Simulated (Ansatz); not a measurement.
Mulliken charges of FH4NOSi (`N[SiH](O)F`) from ωB97M-V/def2-TZVPP in Ansatz (PBE0-D4/def2-TZVP geometry).

| atom | x (Å) | y (Å) | z (Å) | charge (e) |
| --- | --- | --- | --- | --- |
| N1 | -1.013 | 0.582 | -0.115 | -0.368 |
| Si2 | 0.577 | -0.015 | -0.182 | 0.719 |
| O3 | 0.837 | -1.094 | 1.009 | -0.382 |
| F4 | 0.694 | -0.666 | -1.634 | -0.320 |
| H5 | -1.469 | 0.917 | -0.948 | 0.126 |
| H6 | -1.376 | 1.022 | 0.714 | 0.118 |
| H7 | 1.685 | 0.949 | -0.055 | -0.075 |
| H8 | 0.155 | -1.752 | 1.157 | 0.182 |

Task: By hand: the dipole of these point charges (1 e Å = 4.8032 D).

Result: Σ q r = (-0.200, 0.252, 0.228) e Å, of length 0.394 e Å = 1.89 D.

Task: How does the dipole of the full density compare? (An estimate is asked.)

Result: Computed: (-0.462, 0.180, 0.189) e Å, 2.55 D; the point charges give 0.74 times that, at 30° from its direction.

Point charges leave out the atoms' own dipoles, such as those of lone pairs, and Mulliken's split depends on the basis, so the two needn't agree.
